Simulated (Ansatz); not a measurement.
Geometry optimisation of SiTe2⁻.

```yaml
crystal:
  periodic: [false, false, false]
  atoms:
    - {symbol: Si, position_ang: [0.482030, 0.129030, -0.110730]}
    - {symbol: Te, position_ang: [0.214210, 0.057340, -0.049210]}
    - {symbol: Te, position_ang: [-0.696240, -0.186370, 0.159930]}
basis:
  gaussian: {orbitals: def2-TZVPD}
total_charge: -1
magnetization: {spin_polarized: true, initial_magnetization: 1}
hamiltonian: {xc: r2scan, dispersion: d4}
scf: {lower_state_search: "off"}
output: {orbitals: {seedname: orbitals}}
relax: {f_tol: 0.02, max_steps: 100}
```

```sh
$ ansatz run in.yaml --threads 4 --pin off --events-out ev --progress --plain --max-ram 3916MiB
```

Shortened log:

```
Functional definition: r2SCAN
  name "r2SCAN"
  cite "Furness, Kaplan, Ning, Perdew & Sun, J. Phys. Chem. Lett. 11, 8208 (2020) doi:10.1021/acs.jpclett.0c02405"
  cite "Furness, Kaplan, Ning, Perdew & Sun, J. Phys. Chem. Lett. 11, 9248 (2020) doi:10.1021/acs.jpclett.0c03077"
  parent r2scan
  parameter k0 = 0.174
  parameter k1 = 0.065
  parameter a1 = 4.9479
  exchange = r2scan_x(k0 = k0, k1 = k1, a1 = a1)
  correlation = r2scan_c
these checks for a lower state are left out or cut short: stability, starts, cluster_reference, orbital_swaps, neighbouring_geometries, increment
a density is far from that of the atoms, so the factors are made again for it
mean field -16031.75628617 eV, -589.1561768019 hartree, gradient 1.9e-6 eV, S^2 1.216870; 0 other end points of the search recorded, 0 dependent functions left out
the calculation of the forces begins
WARN: the results are in doubt because the forces break the atoms' symmetry
relax step   1: F+E_penalty+E_count = -16031.78678097 eV  Δ(F+E_penalty+E_count) = +0.000e0 eV  max|allowed force component| = 4.280e4 eV/Å  Δτ_max = 0.0000 Å  (239 SCF iters, accepted)
these checks for a lower state are left out or cut short: stability, starts, cluster_reference, orbital_swaps, neighbouring_geometries, increment
a density is far from that of the atoms, so the factors are made again for it
mean field -20962.53842897 eV, -770.3590783458 hartree, gradient 2.5e-6 eV, S^2 0.755442; 0 other end points of the search recorded, 0 dependent functions left out
the calculation of the forces begins
relax step   2: F+E_penalty+E_count = -20962.56898003 eV  Δ(F+E_penalty+E_count) = -4.931e3 eV  max|allowed force component| = 4.030e3 eV/Å  Δτ_max = 0.1950 Å  (119 SCF iters, accepted)
these checks for a lower state are left out or cut short: stability, starts, cluster_reference, orbital_swaps, neighbouring_geometries, increment
mean field -21870.57135723 eV, -803.7286729726 hartree, gradient 3.2e-6 eV, S^2 0.758886; 0 other end points of the search recorded, 0 dependent functions left out
the calculation of the forces begins
relax step   3: F+E_penalty+E_count = -21870.60193300 eV  Δ(F+E_penalty+E_count) = -9.080e2 eV  max|allowed force component| = 1.370e3 eV/Å  Δτ_max = 0.2000 Å  (154 SCF iters, accepted)
these checks for a lower state are left out or cut short: stability, starts, cluster_reference, orbital_swaps, neighbouring_geometries, increment
mean field -22208.83478752 eV, -816.1596247526 hartree, gradient 1.3e-6 eV, S^2 0.751183; 0 other end points of the search recorded, 0 dependent functions left out
the calculation of the forces begins
relax step   4: F+E_penalty+E_count = -22208.86536754 eV  Δ(F+E_penalty+E_count) = -3.383e2 eV  max|allowed force component| = 5.277e2 eV/Å  Δτ_max = 0.2000 Å  (71 SCF iters, accepted)
these checks for a lower state are left out or cut short: stability, starts, cluster_reference, orbital_swaps, neighbouring_geometries, increment
mean field -22343.30871586 eV, -821.1014504692 hartree, gradient 4.9e-6 eV, S^2 0.751024; 0 other end points of the search recorded, 0 dependent functions left out
the calculation of the forces begins
relax step   5: F+E_penalty+E_count = -22343.33926419 eV  Δ(F+E_penalty+E_count) = -1.345e2 eV  max|allowed force component| = 2.416e2 eV/Å  Δτ_max = 0.1950 Å  (53 SCF iters, accepted)
these checks for a lower state are left out or cut short: stability, starts, cluster_reference, orbital_swaps, neighbouring_geometries, increment
mean field -22409.85233489 eV, -823.5468833639 hartree, gradient 4.2e-6 eV, S^2 0.751087; 0 other end points of the search recorded, 0 dependent functions left out
the calculation of the forces begins
relax step   6: F+E_penalty+E_count = -22409.88321828 eV  Δ(F+E_penalty+E_count) = -6.654e1 eV  max|allowed force component| = 1.192e2 eV/Å  Δτ_max = 0.2000 Å  (60 SCF iters, accepted)
these checks for a lower state are left out or cut short: stability, starts, cluster_reference, orbital_swaps, neighbouring_geometries, increment
mean field -22438.48446253 eV, -824.5990946468 hartree, gradient 6.8e-6 eV, S^2 0.754475; 0 other end points of the search recorded, 0 dependent functions left out
the calculation of the forces begins
[...]
the calculation of the forces begins
relax step   8: F+E_penalty+E_count = -22453.05964568 eV  Δ(F+E_penalty+E_count) = -1.454e1 eV  max|allowed force component| = 4.471e1 eV/Å  Δτ_max = 0.2000 Å  (36 SCF iters, accepted)
these checks for a lower state are left out or cut short: stability, starts, cluster_reference, orbital_swaps, neighbouring_geometries, increment
mean field -22463.67840089 eV, -825.5249548045 hartree, gradient 2.9e-6 eV, S^2 0.760753; 0 other end points of the search recorded, 0 dependent functions left out
the calculation of the forces begins
relax step   9: F+E_penalty+E_count = -22463.70969669 eV  Δ(F+E_penalty+E_count) = -1.065e1 eV  max|allowed force component| = 2.037e1 eV/Å  Δτ_max = 0.1952 Å  (36 SCF iters, accepted)
these checks for a lower state are left out or cut short: stability, starts, cluster_reference, orbital_swaps, neighbouring_geometries, increment
mean field -22468.93607828 eV, -825.7181708848 hartree, gradient 2.1e-6 eV, S^2 0.763175; 0 other end points of the search recorded, 0 dependent functions left out
the calculation of the forces begins
relax step  10: F+E_penalty+E_count = -22468.96712604 eV  Δ(F+E_penalty+E_count) = -5.257e0 eV  max|allowed force component| = 7.466e0 eV/Å  Δτ_max = 0.1949 Å  (40 SCF iters, accepted)
these checks for a lower state are left out or cut short: stability, starts, cluster_reference, orbital_swaps, neighbouring_geometries, increment
mean field -22470.96454298 eV, -825.7927155876 hartree, gradient 5.0e-6 eV, S^2 0.769261; 0 other end points of the search recorded, 0 dependent functions left out
the calculation of the forces begins
relax step  11: F+E_penalty+E_count = -22470.99536793 eV  Δ(F+E_penalty+E_count) = -2.028e0 eV  max|allowed force component| = 2.592e0 eV/Å  Δτ_max = 0.1941 Å  (43 SCF iters, accepted)
these checks for a lower state are left out or cut short: stability, starts, cluster_reference, orbital_swaps, neighbouring_geometries, increment
mean field -22471.34591214 eV, -825.8067306458 hartree, gradient 2.1e-6 eV, S^2 0.799142; 0 other end points of the search recorded, 0 dependent functions left out
the calculation of the forces begins
relax step  12: F+E_penalty+E_count = -22471.37673746 eV  Δ(F+E_penalty+E_count) = -3.814e-1 eV  max|allowed force component| = 7.028e-1 eV/Å  Δτ_max = 0.1941 Å  (39 SCF iters, accepted)
these checks for a lower state are left out or cut short: stability, starts, cluster_reference, orbital_swaps, neighbouring_geometries, increment
mean field -22471.41484629 eV, -825.8092639291 hartree, gradient 1.1e-6 eV, S^2 0.786453; 0 other end points of the search recorded, 0 dependent functions left out
the calculation of the forces begins
relax step  13: F+E_penalty+E_count = -22471.44496916 eV  Δ(F+E_penalty+E_count) = -6.823e-2 eV  max|allowed force component| = 1.824e-1 eV/Å  Δτ_max = 0.1999 Å  (39 SCF iters, accepted)
these checks for a lower state are left out or cut short: stability, starts, cluster_reference, orbital_swaps, neighbouring_geometries, increment
mean field -22471.41723719 eV, -825.8093517931 hartree, gradient 2.2e-6 eV, S^2 0.782831; 0 other end points of the search recorded, 0 dependent functions left out
the calculation of the forces begins
relax step  14: F+E_penalty+E_count = -22471.44745339 eV  Δ(F+E_penalty+E_count) = -2.484e-3 eV  max|allowed force component| = 1.267e-2 eV/Å  Δτ_max = 0.0269 Å  (34 SCF iters, accepted)
Total energy: -22471.44750145 eV, -825.8104639840 hartree
Atom 0 at     2.045304     0.193908    -0.662205 Å, force     0.001068    -0.001515    -0.001238 eV/Å
Atom 1 at    -0.002681     0.802741     0.444320 Å, force     0.010215     0.012670     0.003155 eV/Å
Atom 2 at    -2.042624    -0.996649     0.217875 Å, force    -0.011283    -0.011155    -0.001917 eV/Å
Dipole moment:    -0.097121     0.302884     0.203798 e Å
Checks for a lower state left out: stability, starts, cluster_reference, orbital_swaps, neighbouring_geometries, increment
```

Run time 4.5 min (4 threads of Arm Neoverse V2 on a shared host).

In the def2 sets Te takes a core potential; there is no spin–orbit coupling. Another isomer (doublet) lies 1.42 eV lower at PBE0-D4/def2-TZVPD; other spin states weren't run for this one.
